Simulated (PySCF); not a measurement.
Order these species by their calculated properties.

Species are written as SMILES; each is one conformer at its optimised geometry, gas phase, non-relativistic unless stated. Electronic properties by PySCF.

The conformers computed, where there is a choice (atom-mapped SMILES and torsion angles):
- `[CH3:1][S:2][c:3]1[cH:4][cH:5][cH:6][cH:7][c:8]1[NH:9]`: C1–S2–C3–C4 0°, H–N9–C8–C7 180°
- `[CH2:1]=[CH:2][C:3]1=[CH:4][C:5]([F:6])=[CH:7][N:8]1`: C1–C2–C3–C4 180°
- `[CH:1]#[C:2][C@:3]([CH3:4])([C:5]#[N:6])[CH:7][S:8][CH3:9]`: C2–C3–C7–S8 -156°, C3–C7–S8–C9 -158°
- `[NH:1][c:2]1[cH:3][cH:4][cH:5][c:6]([F:7])[cH:8]1`: H–N1–C2–C3 180°
- `[CH:1]#[C:2][SiH2:3]/[N:4]=[CH:5]/[CH:6]=[CH:7]/[CH3:8]`: C2–Si3–N4–C5 -122°, N4–C5–C6–C7 -2°

(1) Rank by isotropic g value, highest first (unrestricted B3LYP/pcH-1, mean-field spin–orbit at GFN2-xTB geometries).
A. `N#C[C@@](C)(C#C)[CH]SC` [radical]
B. `CSc1ccccc1[NH]` [radical]
C. `[NH]c1cccc(F)c1` [radical]
D. `C1(F)=C[N]C(=C1)C=C` [radical]

(2) Rank by smallest rotational constant, lowest first (GFN2-xTB).
A. `C=CC1=CC(F)=C[N]1` [radical]
B. `CSc1ccccc1[NH]` [radical]
C. `C#C[SiH2]/N=C/C=C/C`
D. `[NH]C1=CC(F)=CC=C1` [radical]

## Answers

(1) A (2.00487), B (2.00408), C (2.00342), D (2.00283).

(2) C (0.609 GHz), B (0.795 GHz), A (1.084 GHz), D (1.252 GHz).
